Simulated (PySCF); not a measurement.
A mixed set of molecules.

All values: CAM-B3LYP/def2-SVPD (PySCF) at GFN2-xTB geometries, gas phase, one conformer each. Core orbitals are frozen in the response; Δα² is half the sum of the squared differences of the principal polarisabilities.

Question: Rank by polarisability anisotropy Δα, highest first.
A. `c1ccc2cocc2c1`
B. `[CH2:1]=[CH:2][c:3]1[n:4][n:5][c:6]([Cl:7])[o:8]1` with C1–C2–C3–N4 180°
C. `[CH:1]#[C:2][Si@H:3]([NH2:4])[OH:5]` with C2–Si3–N4–H -86° and 54°, C2–Si3–O5–H -58°
D. `[O:1]=[CH:2][c:3]1[cH:4][cH:5][c:6]2[c:7]([cH:8]1)[CH2:9]2` with O1–C2–C3–C4 0°

Answer: D (9.99 Å³), A (9.38 Å³), B (8.63 Å³), C (3.67 Å³).

Question: Rank by HOMO energy, lowest first.
A. `C#CC(=C)c1ccco1`
B. `o1c(nnc1Cl)C=C`
C. `O=Cc1ccc2c(c1)C2`
D. `C1=CC2=COC=C2C=C1`
E. `C#C[Si@H](N)O`

Answer: E (-9.01 eV), B (-8.74 eV), C (-8.48 eV), A (-7.46 eV), D (-6.90 eV).

Question: Rank by dipole moment, highest first.
A. `[O:1]=[CH:2][c:3]1[cH:4][cH:5][c:6]2[c:7]([cH:8]1)[CH2:9]2` with O1–C2–C3–C4 0°
B. `c1ccc2cocc2c1`
C. `[CH2:1]=[CH:2][c:3]1[n:4][n:5][c:6]([Cl:7])[o:8]1` with C1–C2–C3–N4 180°
D. `[CH:1]#[C:2][C:3](=[CH2:4])[c:5]1[cH:6][cH:7][cH:8][o:9]1` with C2–C3–C5–C6 0°
E. `[CH:1]#[C:2][Si@H:3]([NH2:4])[OH:5]` with C2–Si3–N4–H -86° and 54°, C2–Si3–O5–H -58°

Answer: A (3.78 D), C (3.52 D), E (1.34 D), D (0.72 D), B (0.44 D).

All values together:

```tsv
SMILES	formula	μ (D)	HOMO (eV)	LUMO (eV)	α (Å³)	Δα (Å³)	electrons	α per electron (Å³)
C#CC(=C)c1ccco1	C8H6O	0.72	-7.46	-0.36	14.44	9.51	62	0.233
C#C[Si@H](N)O	C2H5NOSi	1.34	-9.01	0.66	8.62	3.67	46	0.187
c1ccc2cocc2c1	C8H6O	0.44	-6.90	-0.32	13.82	9.38	62	0.223
O=Cc1ccc2c(c1)C2	C8H6O	3.78	-8.48	-0.84	13.75	9.99	62	0.222
C=Cc1nnc(Cl)o1	C4H3ClN2O	3.52	-8.74	-0.82	11.80	8.63	66	0.179
```

Conformers: `[CH:1]#[C:2][C:3](=[CH2:4])[c:5]1[cH:6][cH:7][cH:8][o:9]1` with C2–C3–C5–C6 0°; `[CH:1]#[C:2][Si@H:3]([NH2:4])[OH:5]` with C2–Si3–N4–H -86° and 54°, C2–Si3–O5–H -58°; `[O:1]=[CH:2][c:3]1[cH:4][cH:5][c:6]2[c:7]([cH:8]1)[CH2:9]2` with O1–C2–C3–C4 0°; `[CH2:1]=[CH:2][c:3]1[n:4][n:5][c:6]([Cl:7])[o:8]1` with C1–C2–C3–N4 180°.
